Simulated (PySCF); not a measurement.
# Correlation energy of Sr+ (strontium, charge +1)

[Kr] 4d1, 2D determinant (an excited configuration). Calculation: PySCF 2.14, in x2c-QZVPPall; scalar relativity by spin-free X2C-1e. Frozen: [Ar] 3d10; 9 electrons correlated.

MP2 pair energies summed by pair of shells (mhartree):

| pair | energy | share (%) |
| --- | --- | --- |
| 4p-4p | -128.43 | 62.7 |
| 4s-4p | -39.02 | 19.0 |
| 4p-4d | -27.00 | 13.2 |
| 4s-4s | -7.20 | 3.5 |
| 4s-4d | -3.23 | 1.6 |

Total MP2 correlation energy: -204.88 mhartree.

Same-spin part -53.17 and opposite-spin part -151.71 mhartree; SCS-MP2 scales them by 1/3 and 6/5 to -199.78 mhartree.

This basis was not built for core-valence correlation, so the inner-shell part is incomplete.
